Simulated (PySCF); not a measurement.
LaO (SMILES [O]=[La]), doublet, geometry from GFN2-xTB (such geometries of metal compounds can be far from the true shape) (core potentials on La). Base run: SCAN/def2-SVP (PySCF).

PySCF was given this input:
```python
from pyscf import gto, scf, dft

mol = gto.Mole()
mol.atom = '''
    La   -0.000000   -0.000000   -0.248835
    O     0.000000    0.000000    1.772953
'''
mol.basis = 'def2-svp'
mol.ecp = {'La': 'def2-svp'}
mol.charge = 0
mol.spin = 1
mol.verbose = 5
mol.build()

mf = dft.UKS(mol)
mf.xc = 'scan'
mf.kernel()
```

Variants of this job, named by their change:

```csv
change,ΔE vs base (µEh),grid points,electrons on the grid,outcome
base,0.0,38792,19.00000,converged
grids.radi_method = gauss_chebyshev,-1393,34712,19.00000,converged
grids.level = 7,-1001,188576,19.00000,converged
grids.radi_method = delley,-1052,33808,19.00011,converged
grids.level = 1,2558,14240,19.00031,converged
"grids.atom_grid = (75, 302)",37.1,28128,18.99996,converged
grids.level = 2,-17.2,27160,18.99995,converged
grids.prune = dft.gen_grid.sg1_prune,-,-,-,input refused
small_rho_cutoff = 0,0.0,38792,19.00000,converged
grids.level = 4,-748,63904,19.00000,converged
"grids.atom_grid = (99, 590)",-1020,61944,19.00000,converged
```

Open shells are given as the SCF converged; they aren't shown to be the lowest states, and a large step between rows can be another state.

- grids.prune = dft.gen_grid.sg1_prune: ended with `IndexError: index 57 is out of bounds for axis 0 with size 19`
